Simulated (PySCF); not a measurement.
**Magnetic susceptibility: SMILES [SiH3][C@@H]1CCN(C2CCC2)N1, C7H16N2Si**

Geometry:
```csv
atom,x (Å),y (Å),z (Å)
Si1,2.407,1.301,0.645
C2,2.033,-0.575,0.719
C3,2.076,-1.280,-0.645
C4,0.652,-1.058,-1.163
N5,-0.185,-0.839,0.026
C6,-0.996,0.355,-0.047
C7,-2.123,0.304,-1.094
C8,-3.124,0.734,-0.012
C9,-2.057,0.469,1.060
N10,0.658,-0.802,1.181
H11,3.858,1.471,0.771
H12,1.693,1.958,1.734
H13,2.013,1.862,-0.651
H14,2.718,-1.046,1.429
H15,2.273,-2.348,-0.518
H16,2.826,-0.865,-1.315
H17,0.609,-0.187,-1.825
H18,0.276,-1.927,-1.709
H19,-0.386,1.268,-0.130
H20,-2.018,0.969,-1.949
H21,-2.293,-0.711,-1.445
H22,-3.396,1.785,-0.086
H23,-4.032,0.139,0.060
H24,-2.196,-0.481,1.569
H25,-1.898,1.253,1.795
H26,0.592,-1.723,1.616
```

Computed, not measured: GIAO PBE/pcSseg-1 magnetisability, rotational g tensor and spin-rotation constants, non-relativistic, gas phase (PySCF). Geometry: GFN2-xTB.

(1) What are the magnetisability and the molar susceptibility?

(2) Split it along the inertial axes a, b, c into diamagnetic and paramagnetic parts about the centre of mass, with the quadrupole moment.

(3) And the rotational g tensor?

Answers

(1) Isotropic -1767 × 10⁻³⁰ J/T², or -106.4 × 10⁻⁶ cm³/mol; principal values -1840, -1775, -1686 × 10⁻³⁰ J/T², anisotropy 134 × 10⁻³⁰ J/T² (root of half the summed squared differences of the principal values). The susceptibility is in cgs units.

(2) 
| axis | χ (10⁻⁶ cm³/mol) | diamagnetic (10⁻⁶ cm³/mol) | paramagnetic (10⁻⁶ cm³/mol) | summed x² of all electrons (Å²) | quadrupole Θ (D Å) |
| --- | --- | --- | --- | --- | --- |
| a | -110.5 | -788.1 | 677.6 | 359.0 | -0.34 |
| b | -103.5 | -1812.3 | 1708.8 | 117.6 | -0.77 |
| c | -105.3 | -2022.2 | 1916.9 | 68.1 | +1.11 |

Anisotropies 2χaa − χbb − χcc = -12.2 and 2χbb − χaa − χcc = +8.8 × 10⁻⁶ cm³/mol. Θ is traceless in Buckingham's convention.

(3) 
| axis | rotational constant (GHz) | g | nuclear part | electronic part |
| --- | --- | --- | --- | --- |
| a | 1.9995 | -0.0151 | 0.6214 | -0.6365 |
| b | 0.7417 | -0.0079 | 0.5875 | -0.5955 |
| c | 0.6577 | -0.0068 | 0.5855 | -0.5923 |

Asymmetric top; isotopes 12C, 1H, 14N, 28Si; no vibrational averaging.
